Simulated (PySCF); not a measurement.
# C3H5O, SMILES `C=CC[O]` (C–C–C–O torsion 0°) (charge 0, multiplicity 2)

The numbers are results of PBE0-D4/def2-TZVP run with PySCF, not measurements.

```json
{
 "highest_occupied_spin_orbital": "-7.67 eV",
 "dipole_moment": "1.94 D",
 "total_energy": "-192.3000 Ha",
 "cost": "roughly 2.4 core-minutes"
}
```

```xyz
9

C      1.3729     0.2866    -0.0144
C      0.2790    -0.3490     0.3735
C     -1.0925    -0.0527    -0.1512
O     -1.2112     0.9242    -1.0752
H      1.3210     1.0774    -0.7546
H      2.3449     0.0384     0.3940
H      0.3336    -1.1421     1.1162
H     -1.7880     0.1865     0.6807
H     -1.5597    -0.9693    -0.5688
```
Charge 0, spin multiplicity 2.
